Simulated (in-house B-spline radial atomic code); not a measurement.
A run on neutral neodymium that did not converge. Method: Dirac-Kohn-Sham LC-wPBE, spherical fractional occupations, Fermi nucleus of rms radius 4.9123 fm; computed with an all-electron radial atomic-structure program (B-spline basis).

Command:
```bash
python run_scf.py task.json out
```
Settings (nuclear radius in fm, mass in u):
```
Z                60
configuration    [Xe] 4f4 6s2
hamiltonian      dirac
method           lc_wpbe
spin_polarised   False
nucleus          fermi
rms_radius       4.9123
atomic_mass      141.90773
speed_of_light   137.035999084
```

First and last ten iterations of the last attempt (damped for 15 steps, keeping 80 % of the old Fock matrix, then DIIS):
```
 iter        energy (Eh)    residual
    1       -9615.907393    5.75e-01
    2       -9616.465663    6.01e-01
    3       -9622.723583    3.90e-01
    4       -9625.871010    2.38e-01
    5       -9627.383552    1.49e-01
    6       -9628.077570    9.11e-02
    7       -9628.382670    5.85e-02
    8       -9628.512821    3.89e-02
    9       -9628.568250    3.05e-02
   10       -9628.592933    2.50e-02
  111       -9628.624252    8.60e-05
  112       -9628.624253    7.14e-05
  113       -9628.624260    1.58e-04
  114       -9628.624195    4.96e-04
  115       -9628.624253    1.07e-04
  116       -9628.624241    2.39e-04
  117       -9628.624257    1.07e-04
  118       -9628.624261    1.18e-04
  119       -9628.624257    4.00e-05
  120       -9628.624259    6.40e-05
 not converged after 120 iterations
```

The smallest residual met was 4.0e-05; the threshold is about 6e-07. No energy from this run should be used. Time taken, with all properties: 9.2 min on 1 thread of Arm Neoverse N1, on a shared host.
